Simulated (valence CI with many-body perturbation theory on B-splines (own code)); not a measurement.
Assign the levels of F V

Calculated by configuration interaction combined with many-body perturbation theory (CI+MBPT): three valence electrons over a frozen Dirac-Fock core [He], a basis of 11 s, 11 p, 9 d, 7 f, 5 g, 2 h, 1 i functions for each j, with the one-electron correlation potential Σ1, the two-electron term Σ2, the three-electron term Σ3, Breit, model QED; selected CI, second order for the rest, scaled by the run's own slope (own B-spline code, finite nucleus).

Against 24 measured levels this calculation errs by 90 cm⁻¹ on average and by 220 at most. These come from a selection out of Moore, Atomic Energy Levels, vol. I, NSRDS-NBS 35 (1971 reprint of NBS Circular 467, 1949), an old analysis. Levels without a partner in it may be off by more.

```
No.    J  Parity  E (eV)      g
  1  1/2     odd   0.000  0.665
  2  3/2     odd   0.092  1.334
  3  1/2    even  10.627  2.670
  4  3/2    even  10.658  1.735
  5  5/2    even  10.703  1.601
  6  5/2    even  18.963  1.200
  7  3/2    even  18.965  0.799
  8  1/2    even  24.516  2.001
  9  1/2    even  26.663  0.666
 10  3/2    even  26.721  1.334
 11  3/2     odd  34.273  2.002
 12  5/2     odd  38.100  1.200
 13  3/2     odd  38.107  0.799
 14  1/2     odd  43.094  0.665
```

Energies count from the lowest level. Strongly mixed levels and levels close to another of their J and parity are left out, so the numbers can have gaps.

(1) Give configuration and LS term of each level.

Results:

(1) 1: 2s²2p ²P°; 2: 2s²2p ²P°; 3: 2s2p² ⁴P; 4: 2s2p² ⁴P; 5: 2s2p² ⁴P; 6: 2s2p² ²D; 7: 2s2p² ²D; 8: 2s2p² ²S; 9: 2s2p² ²P; 10: 2s2p² ²P; 11: 2p³ ⁴S°; 12: 2p³ ²D°; 13: 2p³ ²D°; 14: 2p³ ²P°.
